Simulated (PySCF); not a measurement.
A PySCF script (with the pyscf-properties extension) for the NMR shieldings of `CCB(SC)C(C)C`, C6H15BS, on a GFN2-xTB geometry:

```python
import basis_set_exchange as bse
import numpy as np
from pyscf import gto, dft
from pyscf.prop import nmr

atoms = """
C    -1.514942   -2.012670    0.319279
C    -1.542901   -0.486752    0.213514
B    -0.141278    0.246416    0.073972
S    -0.067893    2.023082    0.002286
C    -1.798951    2.588783    0.127999
C     1.261667   -0.516893   -0.020545
C     2.206656   -0.100355    1.117105
C     1.946897   -0.239932   -1.367935
H    -1.070351   -2.454193   -0.569309
H    -0.936840   -2.326278    1.185017
H    -2.524816   -2.405516    0.423951
H    -2.175956   -0.220781   -0.641208
H    -2.072911   -0.098989    1.091178
H    -2.219310    2.278236    1.079013
H    -2.379593    2.184338   -0.694447
H    -1.775797    3.671696    0.069499
H     1.125399   -1.600714    0.053736
H     1.764285   -0.323131    2.086177
H     2.408375    0.967647    1.069491
H     3.152340   -0.634443    1.040565
H     1.318465   -0.569417   -2.192836
H     2.135894    0.824927   -1.483664
H     2.896810   -0.768078   -1.426885
"""
names = dict.fromkeys(["C", "B", "S", "H"], "pcSseg-1")
basis = {el: gto.basis.parse(bse.get_basis(n, elements=[el], fmt="nwchem")) for el, n in names.items()}
mol = gto.M(atom=atoms, basis=basis, charge=0, verbose=0)
mf = dft.RKS(mol, xc="PBE0")
mf.grids.level = 2
mf.grids.alignment = dft.numint.BLKSIZE   # the property module wants whole blocks of grid points
mf.conv_tol = 1e-9
mf.kernel()

calc = nmr.RKS(mf)   # GIAO
C = mf.mo_coeff
Co = C[:, mf.mo_occ > 0]
resp = mf.gen_response(singlet=True, hermi=2)
def vind(x):   # induced exchange potential for any number of trial vectors
    d = np.einsum("pi,xij,qj->xpq", C, 2 * x.reshape(-1, C.shape[1], Co.shape[1]), Co, optimize=True)
    return np.einsum("xpq,pi,qj->xij", resp(d - d.transpose(0, 2, 1)), C, Co, optimize=True).ravel()
mo1, _ = nmr.rhf.solve_mo1(calc, with_cphf=vind)
sigma = calc.kernel(mo1)
for i, s in enumerate(sigma):   # ppm
    w = np.linalg.eigvalsh((s + s.T) / 2)
    print("%2d %-2s iso %8.1f  s11 %8.1f  s22 %8.1f  s33 %8.1f" % (i, mol.atom_pure_symbol(i), w.mean(), *w))
```

Question: What does it print?

Answer: 
```
 0 C  iso    174.5  s11    167.7  s22    172.9  s33    182.8
 1 C  iso    167.5  s11    150.3  s22    173.7  s33    178.5
 2 B  iso     21.5  s11    -24.8  s22    -19.4  s33    108.7
 3 S  iso    457.8  s11    236.7  s22    561.0  s33    575.8
 4 C  iso    170.9  s11    161.6  s22    165.8  s33    185.2
 5 C  iso    162.7  s11    151.0  s22    163.6  s33    173.5
 6 C  iso    162.4  s11    145.5  s22    158.9  s33    182.9
 7 C  iso    162.3  s11    145.2  s22    158.7  s33    183.0
 8 H  iso     30.5  s11     26.1  s22     29.4  s33     36.0
 9 H  iso     30.6  s11     26.2  s22     29.4  s33     36.1
10 H  iso     30.5  s11     25.0  s22     28.5  s33     37.9
11 H  iso     30.4  s11     24.6  s22     31.6  s33     35.0
12 H  iso     30.3  s11     24.3  s22     31.8  s33     34.9
13 H  iso     29.6  s11     24.6  s22     27.9  s33     36.3
14 H  iso     29.6  s11     24.5  s22     28.1  s33     36.2
15 H  iso     29.6  s11     24.0  s22     27.2  s33     37.5
16 H  iso     29.7  s11     26.3  s22     27.6  s33     35.4
17 H  iso     30.6  s11     26.2  s22     28.5  s33     37.1
18 H  iso     30.6  s11     26.0  s22     31.0  s33     34.8
19 H  iso     30.6  s11     26.4  s22     27.9  s33     37.6
20 H  iso     30.6  s11     26.2  s22     28.6  s33     37.1
21 H  iso     30.7  s11     26.1  s22     31.0  s33     34.9
22 H  iso     30.6  s11     26.5  s22     27.8  s33     37.6
```

These numbers come from an equivalent density-fitted implementation of the same equations, which agrees with the script to about 0.01 ppm for H and up to a few tenths of a ppm for heavy atoms, so last digits may differ.

Size and cost of the density-fitted run: 218 basis functions, 83 s wall time on 1 thread of an Arm Neoverse N1, shared host; peak memory 1 GiB.
